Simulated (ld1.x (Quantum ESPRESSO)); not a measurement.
# What one change does to a pseudopotential (In (Z = 49), TM)

ld1.x (Quantum ESPRESSO) 7.5 input, shortened:

```
&input
   title='In', zed=49., rel=1, dft='PBE', iswitch=3,
   config='[Kr] 4d10 5s2 5p0.5 5d-2'
 /
 &inputp
   pseudotype=2, tm=.true., lloc=2,
   nlcc=.false.
 /
3
5S  1  0   2.00   0.00  1.55  1.55  0.0
5P  2  1   0.50   0.00  2.85  2.85  0.0
5D  3  2  -2.00   0.05  2.30  2.30  0.0
 &test
   configts(1)='5s2 5p0.5'
 /
```

Change: wave 5s (bound): rc 1.55 bohr becomes 5s (bound): rc 1.74 bohr.

Cutoffs: the cutoffs (Ry, on a coarse ladder) from which the occupation-weighted sum of valence levels, in a spherical-Bessel basis at the reference potential, stays within 10 and 1 mRy of its value at 400 Ry; they do not see the model core or the augmentation charge, which bear on the density cutoff. Errors are all-electron minus pseudo energies relative to the spin-unpolarised reference configuration.

Problem. Predict the effect on cutoff, ghosts and configuration errors.

Solution. The potential gets softer (35 Ry and 120 Ry → 25 Ry and 50 Ry); both files keep a bound ghost (p, s); the number of tests that count goes from 7 to 5; of the 5 tests that both files solve, the error grows in 4 and shrinks in 1 by more than 15 % and 0.3 meV (median size 11.4 → 15.4 meV). A larger radius leaves more room for a smooth pseudo-wave, so fewer plane waves are needed.

| quantity | base | changed |
| --- | --- | --- |
| cutoff, loose | 35 Ry | 25 Ry |
| cutoff, tight | 120 Ry | 50 Ry |
| loose cutoff by channel (10 mRy a level) | s 30 Ry, p 6 Ry | s 18 Ry, p 6 Ry |
| bound ghosts | s, p | s, p |
| tests counted (converged, no solver errors) | 7 of 7 | 5 of 7 |
| error for 5s2 5p1, meV [ΔE -1.94 eV] | +5.8 | +8.1 |
| error for 5s2 5p0, meV [ΔE 3.42 eV] | +9.2 | +14 |
| error for 5s1 5p1, meV [ΔE 10.02 eV] | +19 | +24 |
| error for 5s0 5p3, meV [ΔE 10.01 eV] | +195 | +156 |
| error for 5s2 5p1.3, meV [ΔE -2.47 eV] | +11 | +15 |
| s: phases at 3.09 bohr within 0.05 rad from the reference energy up to (Ry; the scan ends near 5) | 0.1 | 0.1 |
| p: phases at 3.09 bohr within 0.05 rad from the reference energy up to (Ry; the scan ends near 5) | 2.7 | 2.7 |
| d: phases at 3.09 bohr within 0.05 rad from the reference energy up to (Ry; the scan ends near 5) | 0.2 | 0.2 |

Changed file: Tests not counted: 5s1 5p0 (solver errors, printed error -2.1 eV); 5s1 5p2 (pseudo-atom not self-consistent, printed error +48 meV). ld1.x printed “convergence not achieved” for 1 of the counted tests; its residual had stalled under 1e-8, short of the target of 1e-14. A true bound ghost makes a file unfit for plane-wave use even where its test errors are small: the radial tests pick states by their node count and pass the ghost by. Where a test does run into it, the solver fails or the error is huge.
